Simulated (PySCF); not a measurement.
Two species compared at the same levels of theory.

First species: C₆H₁₅ClSi.
InChI=1S/C6H15ClSi/c1-3-5-8(4-2)6-7/h8H,3-6H2,1-2H3/t8-/m0/s1

Second species: C8H6FN3.
SMILES: `FC1=NC=NN1C1=CC=CC=C1`

Levels: PBE0/pcSseg-1 for dipole moment, HOMO energy, LUMO energy and HOMO–LUMO gap; GFN2-xTB for rotational constant A and rotational constant C. Geometries: GFN2-xTB. Each species is one conformer at its optimised geometry, gas phase, non-relativistic unless stated. Electronic properties by PySCF.

The conformers computed, where there is a choice (atom-mapped SMILES and torsion angles):
- `[CH3:1][CH2:2][CH2:3][Si@H:4]([CH2:5][CH3:6])[CH2:7][Cl:8]`: C1–C2–C3–Si4 179°, C2–C3–Si4–C5 176°, C3–Si4–C5–C6 62°, C3–Si4–C7–Cl8 56°
- `[F:1][c:2]1[n:3][cH:4][n:5][n:6]1-[c:7]1[cH:8][cH:9][cH:10][cH:11][cH:12]1`: N5–N6–C7–C8 -13°

Values for the first species:

| Property | Result |
| --- | --- |
| Dipole moment | 1.61 D |
| HOMO energy | -7.79 eV |
| LUMO energy | 0.65 eV |
| HOMO–LUMO gap | 8.44 eV |
| Rotational constant A | 1.198 GHz |
| Rotational constant C | 0.621 GHz |

**Question.** Estimate the same properties for the second species, and the change in each.

**Answer.** 
```csv
property,first,second,second less first
dipole moment,1.61 D,2.61 D,+1.00 D
HOMO energy,-7.79 eV,-7.23 eV,+0.56 eV
LUMO energy,0.65 eV,-1.16 eV,-1.81 eV
HOMO–LUMO gap,8.44 eV,6.07 eV,-2.37 eV
rotational constant A,1.198 GHz,2.309 GHz,+1.111 GHz
rotational constant C,0.621 GHz,0.531 GHz,-0.090 GHz
```

On the first: A dipole of 1.61 D is allowed in C1, and pure rotational transitions are dipole-allowed. The dipole matches unit charges of opposite sign 0.34 Å apart (1 e·Å = 4.8032 D).

On the second: The dipole matches unit charges of opposite sign 0.54 Å apart (1 e·Å = 4.8032 D).
